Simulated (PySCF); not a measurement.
## Al⁻ (aluminium, charge -1) across methods

[Ne] 3s2 3p2, high-spin 3P determinant. Computed with PySCF 2.14 in dyall-av3z, with the non-relativistic Hamiltonian (point nucleus).

```csv
method,E (hartree),mean ε 3s α (eV),mean ε 3s β (eV),mean ε 3p α (eV),Σ⟨r²⟩ (bohr²),⟨S²⟩
MN15,-242.3747,-4.660,-3.788,0.481,89.21,2.005
r2SCAN,-242.3612,-3.292,-2.245,1.156,79.36,2.010
LDA,-241.3460,-3.348,-2.535,1.165,86.94,2.001
r2SCAN0,-242.3561,-4.236,-2.946,0.684,75.87,2.010
PBE0,-242.2760,-4.141,-2.958,0.764,78.00,2.005
PBEsol,-241.7698,-3.162,-2.293,1.243,84.30,2.003
revPBE,-242.3434,-3.095,-2.207,1.258,83.50,2.004
UHF,-241.88107,-6.855,-4.497,-0.612,74.68,2.018
PBE,-242.2577,-3.163,-2.292,1.229,84.41,2.004
```

The highest occupied level is positive at MN15, r2SCAN, LDA, r2SCAN0, PBE0, PBEsol, revPBE, PBE: only the finite basis holds that electron, which in a density functional comes from self-interaction.
